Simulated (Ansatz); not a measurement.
Method: frozen-core CCSD(T)/cc-pVTZ // B3LYP-D3(BJ)/def2-TZVP in Ansatz (an electronic-structure program). The restricted HF reference is unstable towards unrestricted orbitals.

Ansatz 0.2 input:
```yaml
crystal:
  periodic: [false, false, false]
  atoms:
    - { symbol: Cl, position_ang: [2.942453, 0.587011, 0.129407] }
    - { symbol: C, position_ang: [1.250202, 0.170163, 0.067872] }
    - { symbol: C, position_ang: [0.76978, -1.068128, 0.232556] }
    - { symbol: Si, position_ang: [-1.083439, -0.920508, 0.066913] }
    - { symbol: C, position_ang: [-0.999957, 0.92627, -0.227076] }
    - { symbol: C, position_ang: [0.293667, 1.275185, -0.184958] }
    - { symbol: H, position_ang: [1.402654, -1.921671, 0.41975] }
    - { symbol: H, position_ang: [-1.823265, -1.295683, 1.294913] }
    - { symbol: H, position_ang: [-1.642097, -1.681231, -1.075577] }
    - { symbol: H, position_ang: [-1.78449, 1.647973, -0.404416] }
    - { symbol: H, position_ang: [0.674492, 2.280619, -0.319382] }
basis:
  gaussian: { orbitals: cc-pVTZ }
correlation:
  method: ccsd_t
```

Output:

```
Functional definition: HF
1492 factors; integrals over basis functions are off by at most 1.1e-3 eV
mean field evaluation 1: about -24564.0855 eV, gradient 3.4e1 eV
mean field evaluation 2: about -24564.5091 eV, gradient 3.4e1 eV
mean field evaluation 4: about -24568.0699 eV, gradient 4.4e0 eV
mean field evaluation 8: about -24568.1534 eV, gradient 3.7e-1 eV
mean field evaluation 16: about -24568.1546 eV, gradient 2.4e-6 eV
mean field evaluation 32: about -24559.0714 eV, gradient 5.3e0 eV
mean field -24568.15460794 eV, -902.8630289485 hartree, gradient 2.4e-6 eV, S^2 0.000000; 0 other end points of the search recorded, 0 dependent functions left out; unrestricted orbitals would lower it
14 core orbitals not correlated
reference -24568.15460794 eV, -902.8630289485 hartree; 16, 16 occupied and 228, 228 virtual orbitals, 1492 factors
second order -25.44410238 eV of doubles, -0.00000000 eV of singles
cycle   1  -25.87100784 eV  change   -4.3e-1 eV  update   1.2e-1
cycle   2  -26.57988875 eV  change   -7.1e-1 eV  update   3.7e-2
cycle   3  -26.72627808 eV  change   -1.5e-1 eV  update   1.7e-2
cycle   4  -26.71664791 eV  change    9.6e-3 eV  update   4.7e-3
cycle   5  -26.71788196 eV  change   -1.2e-3 eV  update   2.0e-3
cycle   6  -26.71829124 eV  change   -4.1e-4 eV  update   5.1e-4
cycle   7  -26.71814873 eV  change    1.4e-4 eV  update   2.1e-4
cycle   8  -26.71813117 eV  change    1.8e-5 eV  update   8.7e-5
cycle   9  -26.71814781 eV  change   -1.7e-5 eV  update   3.2e-5
perturbative correction -1.35857407 eV, -0.0499266762 hartree
Total energy: -24596.23132982 eV, -903.8948294466 hartree
```

Cost: around 2.6 core-minutes (rough).
